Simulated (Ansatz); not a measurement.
Two isomers of CH6BNSi: A = `NB1C[SiH2]1`, B = `B1CN[SiH2]1`.

Isolated molecules relaxed with PBE0-D4/def2-TZVP in Ansatz; ΔE leaves out vibrations. CBS: MP2 limit from def2 TZ/QZ plus the TZ coupled-cluster correction, frozen cores. DFT in def2-TZVPP. One conformer a species, not always the lowest.

A:

```xyz
10

N     1.911    0.113    0.001
B     0.535    0.099   -0.011
C    -0.637   -0.912    0.188
Si   -1.249    0.849   -0.199
H     2.451    0.944   -0.169
H     2.466   -0.709    0.180
H    -0.791   -1.685   -0.566
H    -0.821   -1.297    1.191
H    -1.911    1.043   -1.513
H    -1.955    1.555    0.898
```

B:

Z-matrix (Å, degrees):
```
C
N 1 1.467
B 1 1.579 2 98.4
H 1 1.103 2 114.4 3 118.9
H 1 1.103 2 114.4 3 -118.8
Si 2 1.727 1 100.6 3 0.1
H 2 1.005 1 121.8 3 179.9
H 3 1.191 1 128.7 2 180.0
H 6 1.496 2 116.3 1 117.4
H 6 1.496 2 116.3 1 -117.6
```

Q: Which is lower in electronic energy at CCSD(T)/CBS, and by how much? (Estimate.)

A: The calculation gave: A, by 22.8 kcal/mol.

Q: Give E(B) − E(A) in kcal/mol with CCSD(T)/def2-SVP, r2SCAN-D4, PBE-D4, PBE0-D4, HF/def2-TZVPP, LDA (SPW92), CCSD(T)/def2-TZVPP. (Best estimate.)

A: Computed: CCSD(T)/def2-SVP 26.4, r2SCAN-D4 26.6, PBE-D4 27.2, PBE0-D4 25.0, HF/def2-TZVPP 17.1, LDA (SPW92) 28.6, CCSD(T)/def2-TZVPP 23.3. None reverses the order clearly.

Q: Does the order hold for the free energy at 298.15 K (harmonic terms from PBE0-D4)? (Best estimate.)

A: Ansatz gave: Yes: G(B) − G(A) = +22.3 kcal/mol, for one conformer each.

Largest T1 diagnostic: 0.013.

In def2-TZVPP, CCSD(T) changes the Hartree–Fock value by +6.2 kcal/mol (the triples alone add +1.2 kcal/mol) and MP2 by +6.8 kcal/mol. From r2SCAN to r2SCAN0 (25 % exact exchange), in def2-TZVPP and without D4, E(B) − E(A) moves by −1.6 kcal/mol.
